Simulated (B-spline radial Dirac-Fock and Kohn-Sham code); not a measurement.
Z = 52 (tellurium), transition energy 10.2 keV. These are calculated numbers from a radial atomic solver; the model is a Dirac-Hartree-Slater potential of the neutral atom with a Latter tail (no hole, which puts coefficients of high multipoles low close above an edge), finite nucleus with surface currents. The K shell is not open to conversion at this energy. Subshells that would emit electrons below 1 keV are left out.

Q: A pure transition shows α(L) = 6.96e+08, L1/L2 = 0.00861 and L1/L3 = 0.00524. What is its multipolarity?
A. E2
B. E1
C. M3
D. E4
E. M2
F. E3
G. M4
H. M1

A: D. For comparison, α(L), L1/L2, L1/L3 are E1 14.7, 1.00, 0.587; E2 26700, 0.0113, 0.00705; E3 7.55e+06, 0.0116, 0.00725; M1 65.0, 11.0, 43.7; M2 27800, 19.5, 1.57; M3 1.23e+07, 21.9, 0.115; M4 2.03e+09, 19.2, 0.0287.
